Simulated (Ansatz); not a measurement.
`[SiH3][GaH][CH]=S`, relaxed with RKS PBE0-D4/def2-TZVP in the Gaussian-basis code of Ansatz from a GFN2-xTB geometry. The force threshold is 0.005 eV/Å; the program also tests the step.

Charge 0, multiplicity 1.

Start:

```xyz
9

Si    1.416   -0.811    0.701
Ga   -0.495   -0.354   -0.674
C    -1.313    1.509   -0.768
S    -2.185    0.966    0.539
H     2.621   -1.072   -0.102
H     1.668    0.376    1.541
H     1.198   -1.965    1.591
H    -1.346   -1.173   -1.740
H    -1.563    2.524   -1.087
```

Q: How much energy does the relaxation release, and in how many steps? (Best estimate.)

A: The calculation gave: 3.55 kcal/mol, in 19 steps, 3 of them rejected.

Q: Which bonds change most? (An estimate is asked.)

A: Computed: Ga2–S4 from 2.464 to 2.590 Å; Ga2–C3 from 2.037 to 1.975 Å; C3–S4 from 1.663 to 1.624 Å; Ga2–H8 from 1.591 to 1.564 Å.

Q: Give the relaxed structure. (An estimate is asked.)

A: The calculation gave: 
```xyz
9

Si    1.355   -0.761    0.669
Ga   -0.549   -0.365   -0.732
C    -1.291    1.465   -0.682
S    -2.221    1.099    0.598
H     2.598   -0.856   -0.149
H     1.529    0.356    1.638
H     1.226   -2.031    1.435
H    -1.342   -1.361   -1.640
H    -1.307    2.455   -1.137
```
